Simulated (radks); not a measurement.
Values are calculated unless marked as measured or tabulated.
Fractional charge and spin in the 5p shell of praseodymium: the spin-up occupation runs from 2 to 3 and the spin-down occupation from 2 to 3; the fullest corner is Pr2+, [Kr] 4d10 4f(up 1.5, down 1.5) 5s2 5p(up 3, down 3). Level of theory: scalar-relativistic Kohn-Sham, r2SCAN, spin-polarised, spherical densities, finite nucleus; meta-GGA in the generalised Kohn-Sham scheme; Fermi nuclear charge, rms radius of each element as measured or else 0.836 A^(1/3) + 0.57 fm (a radial shooting solver on a logarithmic mesh with Libxc functionals). Energy (eV) above the fullest corner. The planes named below are the two flat planes that join the four corners, with an edge along up + down = one added electron.

| down \ up | 2 | 2.5 | 3 |
|---|---|---|---|
| 2 | 93.008 | 65.136 | 40.209 |
| 2.5 | 65.136 | 40.500 | 18.723 |
| 3 | 40.209 | 18.723 | 0.000 |

Corners above the fullest one (they belong to Pr3+ and the next ion): (up 3, down 2) 40.209 eV, (up 2, down 3) 40.209 eV, (up 2, down 2) 93.008 eV. With half an added electron in each spin the energy lies 0.291 eV from the planes, and with half an added electron in spin up alone -1.473 eV. The planes are only a guide here: the flat-plane condition holds for ground states with one frontier orbital, while this shell lies below other occupied shells, so the corners above the fullest one are inner-hole states and not the ground states of those ions.
